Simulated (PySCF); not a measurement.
Computed properties of GeH₄N₂, SMILES [NH2][Ge][NH2]

Ge(NH2)2 (GeH₄N₂), SMILES [NH2][Ge][NH2] (connectivity only; charge and spin as stated), neutral, multiplicity 1. Geometry optimised at ωB97X-D3(BJ)/def2-TZVP. The values are those of a single conformer. All values are computed for the isolated molecule unless a solvent is named; none is compared with measurement here.

**Structure.** The optimised structure has C2v symmetry. All 15 harmonic modes at ωB97X-D3(BJ)/def2-TZVP (PySCF) are real, so it is a minimum. With heavy atoms numbered as in [Ge:1]([NH2:2])[NH2:5], the shortest bond between them is Ge1–N5 at 1.827 Å and the longest Ge1–N2 at 1.827 Å.

**Vibrations.** The strongest infrared lines (harmonic, unscaled, degenerate partners summed) lie at 337 cm⁻¹ (422 km/mol, H 79 %, N 21 %), 694 cm⁻¹ (101 km/mol, N 47 %, H 37 %, Ge 16 %), 814 cm⁻¹ (68 km/mol, H 71 %, N 24 %). The softest mode is at 260 cm⁻¹ and the zero-point energy is 32.0 kcal/mol.

**Electronic structure.** HF/def2-TZVPD (PySCF) places the frontier levels at -9.31 and 2.21 eV, a gap of 11.52 eV, and gives a dipole moment of 1.37 D and a mean polarisability of 49.7 bohr³.

**Excitations.** TDDFT-CAM-B3LYP/def2-SVPD (PySCF) has S1 at 5.24 eV (236 nm, f = 0.085, bright); the most intense of the 10 singlets computed lies at 7.62 eV (f = 0.47). T1 (TDA) is at 3.62 eV. No vertical singlet excitation falls in the visible range (under 3.1 eV).

**NMR.** GIAO shifts at PBE0/pcSseg-1 (PySCF) (non-relativistic, atoms alike by connectivity averaged): ¹H at 3.4 ppm against TMS.
